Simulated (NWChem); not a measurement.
Species: CHF2NO2Si; SMILES O=C=N[Si](O)(F)F

```xyz
8

O     -0.0977    -3.2871    -0.0020
C     -0.0552    -2.1254    -0.0012
N     -0.0072    -0.9274    -0.0002
Si     0.0156     0.7529     0.0005
O     -1.5140     1.3002     0.0247
F      0.8459     1.2850     1.2638
F      0.8058     1.2875    -1.2873
H     -1.6674     2.2496     0.0213
```
Atoms are numbered in this order, from 1.

Program: NWChem. Pople sets run with spherical d functions. All runs use the structure optimised with PBE0/def2-SVP. Atomic charges in e: unrestrained fits to the electrostatic potential beside Mulliken populations; buried atoms are poorly determined by the fit.

Question: Predict the results for Hartree-Fock/6-31G*. Quantities: ESP O1; Mulliken O1; ESP C2; Mulliken C2; ESP N3; Mulliken N3; ESP Si4; Mulliken Si4; ESP O5; Mulliken O5; relative RMS misfit of the potential (%).

Answer: 
| Property | Result |
|---|---|
| ESP O1 | -0.45 |
| Mulliken O1 | -0.47 |
| ESP C2 | 0.84 |
| Mulliken C2 | 0.84 |
| ESP N3 | -0.70 |
| Mulliken N3 | -0.69 |
| ESP Si4 | 1.44 |
| Mulliken Si4 | 1.71 |
| ESP O5 | -0.79 |
| Mulliken O5 | -0.86 |
| relative RMS misfit of the potential (%) | 14 |
